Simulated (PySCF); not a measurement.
## `[BH3-][AsH2+][C@H](C)CC`, C₄H₁₄AsB

Molfile (atoms numbered from 1):
```
C4H14AsB
     RDKit          3D

 20 19  0  0  0  0  0  0  0  0999 V2000
    2.1630   -1.5182   -0.2226 B   0  0  0  0  0  0  0  0  0  0  0  0
    1.2706    0.2419   -0.7873 As  0  0  0  0  0  4  0  0  0  0  0  0
   -0.2422    1.1107    0.1742 C   0  0  2  0  0  0  0  0  0  0  0  0
   -0.0858    0.8074    1.6593 C   0  0  0  0  0  0  0  0  0  0  0  0
   -1.5914    0.6753   -0.3948 C   0  0  0  0  0  0  0  0  0  0  0  0
   -1.7514   -0.8371   -0.4812 C   0  0  0  0  0  0  0  0  0  0  0  0
    3.0707   -1.6480   -0.9834 H   0  0  0  0  0  0  0  0  0  0  0  0
    2.5047   -1.2831    0.8980 H   0  0  0  0  0  0  0  0  0  0  0  0
    1.3314   -2.3651   -0.3051 H   0  0  0  0  0  0  0  0  0  0  0  0
    0.8283    0.5020   -2.1894 H   0  0  0  0  0  0  0  0  0  0  0  0
    2.2055    1.3995   -0.7876 H   0  0  0  0  0  0  0  0  0  0  0  0
   -0.1484    2.1939    0.0279 H   0  0  0  0  0  0  0  0  0  0  0  0
   -0.8886    1.2566    2.2443 H   0  0  0  0  0  0  0  0  0  0  0  0
   -0.0831   -0.2702    1.8307 H   0  0  0  0  0  0  0  0  0  0  0  0
    0.8689    1.2023    2.0187 H   0  0  0  0  0  0  0  0  0  0  0  0
   -1.6963    1.0961   -1.4016 H   0  0  0  0  0  0  0  0  0  0  0  0
   -2.3941    1.0944    0.2208 H   0  0  0  0  0  0  0  0  0  0  0  0
   -2.7179   -1.0925   -0.9114 H   0  0  0  0  0  0  0  0  0  0  0  0
   -1.6840   -1.2955    0.5031 H   0  0  0  0  0  0  0  0  0  0  0  0
   -0.9650   -1.2594   -1.1157 H   0  0  0  0  0  0  0  0  0  0  0  0
  1  2  1  0
  2  3  1  0
  3  4  1  0
  3  5  1  0
  5  6  1  0
  1  7  1  0
  1  8  1  0
  1  9  1  0
  2 10  1  0
  2 11  1  0
  3 12  1  1
  4 13  1  0
  4 14  1  0
  4 15  1  0
  5 16  1  0
  5 17  1  0
  6 18  1  0
  6 19  1  0
  6 20  1  0
M  CHG  2   1  -1   2   1
M  END
```

Computed with PySCF 2.14.0, TDDFT CAM-B3LYP/def2-SVPD circular dichroism and optical rotation, one conformer, gas phase. Geometry: GFN2-xTB.

The molecule is flexible and this is one conformer; a measurement averages over conformers. The calculation is non-relativistic, which matters for the atoms heavier than Zn.

Task: Draw the ECD and absorption spectra from the lowest 12 states, each a Gaussian of half-width 0.25 eV at 1/e height.

Result: 
```tsv
E (eV)	λ (nm)	Δε (L mol⁻¹ cm⁻¹)	ε (L mol⁻¹ cm⁻¹)
6.97	178	-0.13	40.7
7.07	175	-0.58	175
7.17	173	-1.82	552
7.27	170	-4.25	1300
7.37	168	-7.26	2320
7.47	166	-8.71	3250
7.57	164	-5.80	3830
7.67	162	+2.64	4300
7.77	160	+14.15	5510
7.87	157	+23.32	8260
7.97	156	+24.61	12300
8.07	154	+13.39	16100
8.17	152	-11.86	18500
8.27	150	-41.98	20200
8.37	148	-56.56	22800
8.47	146	-43.35	26400
```
Δε uses R in velocity form, ε uses f in length form. Only the states computed contribute, so the short-wavelength end is incomplete.
